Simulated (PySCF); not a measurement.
H3Cl2FInN, singlet (CAM-B3LYP/def2-SVP optimised geometry):

```
8

In    -0.569     0.012     0.000
F     -1.447     1.765     0.000
Cl     1.770     0.012     0.000
Cl    -1.770    -1.765     0.934
N     -1.064    -0.156    -2.225
H     -1.679    -0.939    -2.450
H     -0.236    -0.205    -2.822
H     -1.558     0.718    -2.421
```

Computed with CAM-B3LYP/def2-TZVP, def2 effective core potentials past Kr (PySCF 2.14.0).

### Question
What are the frontier orbital energies and the dipole moment?

### Answer
HOMO-2 -10.31 eV, HOMO-1 -10.28 eV, HOMO -10.16 eV, LUMO -0.83 eV, LUMO+1 0.27 eV; dipole moment 6.00 D.

On the same geometry PBE/def2-TZVP, def2 effective core potentials past Kr (PySCF) gives HOMO-2 -7.45 eV, HOMO-1 -7.45 eV, HOMO -7.35 eV, LUMO -2.68 eV, LUMO+1 -1.26 eV; dipole moment 5.90 D.
